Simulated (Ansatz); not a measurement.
Consider the atomization: `[NH2][Ga]([F])[SH]` → F• + Ga• + 3 H• + N• + S•.

Program: Ansatz. Geometries: PBE0-D4/def2-TZVP. ΔE: electronic, gas phase. CBS: MP2 limit from def2 TZ/QZ plus the TZ coupled-cluster correction, frozen cores. This one scheme is used for every species, atoms too. DFT in def2-TZVPP. B3LYP here is the variant with VWN-RPA as its local correlation; programs differ in this. Open shells (•) are unrestricted, without spin–orbit coupling. Spin–orbit coupling would lower the free atoms: a little for F, S; clearly for Ga. For Ga outer-core shells are correlated without core-valence functions, so the limit isn't a true one: a few kJ/mol of doubt a bond, and 10 to 20 or more in all where bonds break to atoms. Scalar relativity is left out up to krypton. One conformer a species, not always the lowest.

```tsv
level	ΔE (kcal/mol)	difference from CCSD(T)/CBS
PBE-D4	542.8	5.5
PBE0-D4	529.0	-8.3
B3LYP-D4	528.6	-8.7
ωB97X-V	538.1	0.8
ωB97M-V	534.6	-2.7
B2PLYP	526.5	-10.8
PBE	539.5	2.2
PBE0	526.2	-11.1
HF/def2-TZVPP	359.3	-178.0
SCS-MP2/def2-TZVPP	530.0	-7.3
CCSD/def2-TZVPP	510.4	-26.9
CCSD(T)/def2-TZVPP	520.7	-16.6
HF/def2-QZVPP	360.5	-176.8
MP2/def2-QZVPP	544.7	7.4
CCSD(T)/def2-QZVPP	532.2	-5.1
MP2/CBS(def2)	551.4	14.1
CCSD(T)/CBS	537.3	0
```

Largest T1 diagnostic among the species: 0.013.

From PBE to PBE0 (25 % exact exchange), in def2-TZVPP and without D4, ΔE moves by −13.3 kcal/mol: exact exchange takes away binding that semilocal exchange gives to molecules. The D4 term adds +5.4 kcal/mol with B3LYP and +2.8 kcal/mol with PBE0; it sums over pairs of atoms, weighted by their polarisabilities, and B3LYP, whose exchange is more repulsive, gets the larger term.

For atomizations the MP2-based limit and the directly extrapolated one differ by several kJ/mol either way, and by 10 to 25 for some Ge, Se and Sn compounds, so smaller differences from it don't rank the levels.
